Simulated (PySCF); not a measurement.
Identify the compound

The spectra below were simulated for a compound C4H14Si3.

¹H NMR (300 MHz, computed): δ 5.28 (m, 1H), 5.27 (m, 1H), 4.10 (s, 9H), 1.96 (s, 3H).

¹³C{¹H} NMR (computed): δ 154.2 (C), 121.3 (CH2), 26.7 (CH3), 1.2 (C).

PySCF 2.14 calculation with σ from GIAO-PBE0/pcSseg-1 and structure optimised with PBE0-D3(BJ)/def2-SVP; no solvent, non-relativistic Hamiltonian, rapidly exchanging positions averaged, one conformer.

Scale: ¹H (σref 31.27), ¹³C (σref 184.41) against TMS (reference shieldings calculated alike).

Deduce the structure.

## Answers


1. Rings plus π bonds: 1 (no ring in the answer).
2. 4 carbon signals for 4 carbons: no two carbons are equivalent.
3. Carbon types of the structure: 2 × C, 1 × CH2, 1 × CH3, leaving 9 H on heteroatoms.
4. δC 154.2: fully substituted alkene carbon; an sp2 carbon of a C=C bond.
5. δC 121.3: terminal =CH2 carbon; the olefinic region.
6. δC 26.7: allylic methyl carbon; a saturated carbon with 1 carbon neighbour and no heteroatom attached.
7. δC 1.2: allylic fully substituted sp3 carbon bonded to 3 Si; an electropositive neighbour leaves it electron-rich and shielded.
8. δH 5.28, 5.27: hydrogen on a terminal =CH2 carbon; attached to an sp2 carbon and in the plane of the double bond.
9. δH 4.10: hydrogen on a silicon bonded to C.
10. δH 1.96: hydrogen on an allylic methyl carbon; allylic position.

The compound is SMILES C=C(C)C([SiH3])([SiH3])[SiH3].

The data come from this structure; uniqueness wasn't tested.

Shifts are as computed. Against solution values, carbons near 30 ppm lie about +2 ppm off and those near 130 ppm about +5 ppm. Of 1211 compounds with measured shifts, 218 miss one by over three times the rms of a fit or turn the order of signals round; such compounds aren't used in these exercises. No couplings were computed; multiplicities are counted from neighbouring protons, with m where these are inequivalent, close in shift, in a saturated or five-membered ring or joined by F or P, and br s for small geminal =CH2 splittings.
